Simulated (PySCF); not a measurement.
## Chromium: a sound run and one with changed settings

Sound run: Cr [Ar] 3d5 4s1, Cr⁺ [Ar] 3d5. All numbers are calculated (PySCF 2.14, no relativity, point nucleus, in pcseg-2). In the sound run the correlated levels freeze [Ar]. The sound run starts from symmetry-adapted Hartree-Fock orbitals and uses a fine grid where one is needed.

A second run was set up differently.

```
species  method  sound run (hartree)  changed run (hartree)  converged
     Cr     MP2          -1043.42015            -1043.73082        yes
    Cr⁺     MP2          -1043.18622            -1043.48779        yes
```

Ionisation energy of Cr:

| method | sound run (eV) | changed run (eV) |
| --- | --- | --- |
| UHF | 5.924 | 5.924 |
| MP2 | 6.366 | 6.613 |
| SCS-MP2 | 6.071 | 6.308 |

**Question.** What was changed?
A. level shift left on
B. all electrons correlated in a valence basis
C. a valence shell is frozen
D. basis contracted for another Hamiltonian

**Answer.** B. A valence basis has no tight correlating functions, so it recovers only part of the core correlation, and not evenly between atom and ion.
